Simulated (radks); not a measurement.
Q: These are the eigenvalues of the occupied orbitals of an atom or ion with whole-number occupations (eV). Method: scalar-relativistic Kohn-Sham, SCAN, spin-polarised, spherical densities, finite nucleus; meta-GGA in the generalised Kohn-Sham scheme; Fermi nuclear charge, rms radius of each element as measured or else 0.836 A^(1/3) + 0.57 fm; computed with a radial shooting solver on a logarithmic mesh with Libxc functionals.

| orbital | eigenvalue |
|---|---|
| 1s up | -14204.18 |
| 1s down | -14204.00 |
| 2s up | -1889.498 |
| 2s down | -1889.432 |
| 2p up | -1669.122 |
| 2p down | -1669.003 |
| 3s up | -280.1915 |
| 3s down | -280.0267 |
| 3p up | -209.1527 |
| 3p down | -208.9475 |
| 3d up | -92.3072 |
| 3d down | -92.0159 |
| 4s up | -32.4045 |
| 4p up | -17.0987 |
| 4p down | -15.8144 |
| 5p up | -1.4446 |

Which element is it, and in what charge state? The configuration may be excited. Open shells, if any, are filled with parallel spins first.

A: Z = 36, krypton, charge 0: Kr in [Ar] 3d10 4s1 4p6 5p1. The list shows which subshells hold electrons but not how many an open one holds; the 1s level, -521.99 hartree, gives Z - s = 32.3 by -(Z - s)^2/2, which with screening and relativity narrows Z to a few neighbours, and the depths of the outer levels then fix element, charge and occupations together.
